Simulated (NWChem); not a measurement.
System: GeHCl3; SMILES [Cl][GeH]([Cl])[Cl]

Results from NWChem. Pople sets run with spherical d functions. Geometry: optimised at PBE0/def2-SVP. Static field.

```csv
level,basis functions,isotropic polarisability (bohr³),anisotropy (bohr³)
CAM-B3LYP/6-31G*,88,52.8,16.0
CAM-B3LYP/def2-SVP,91,50.1,13.4
CAM-B3LYP/def2-SVPD,127,…,15.3
CAM-B3LYP/aug-cc-pVDZ,126,69.7,15.7
```

### Question
Fill in the missing entries.

### Answer

- CAM-B3LYP/def2-SVPD, isotropic polarisability (bohr³): 70.5
